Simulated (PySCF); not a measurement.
germylsilane (GeH6Si), SMILES [GeH3][SiH3]. Coordinates come from a PBE-D3(BJ)/def2-TZVP optimisation.

Computed equilibrium geometry at PBE-D3(BJ)/def2-TZVP (PySCF confirms it by a frequency run) as bond lengths and angles, and its point group:
point group C3v.
Atoms: Si1 Ge2 H3 H4 H5 H6 H7 H8. Bonded distances (Å): Si1–Ge2 2.387, Si1–H3 1.496, Si1–H4 1.496, Si1–H5 1.496, Ge2–H6 1.548, Ge2–H7 1.548, Ge2–H8 1.548. Bond angles (°): Ge2–Si1–H3 110.2, Ge2–Si1–H4 110.2, Ge2–Si1–H5 110.2, H3–Si1–H4 108.8, H3–Si1–H5 108.8, H4–Si1–H5 108.8, Si1–Ge2–H6 110.7, Si1–Ge2–H7 110.7, Si1–Ge2–H8 110.7, H6–Ge2–H7 108.2, H6–Ge2–H8 108.2, H7–Ge2–H8 108.2.
Charge 0, spin multiplicity 1.
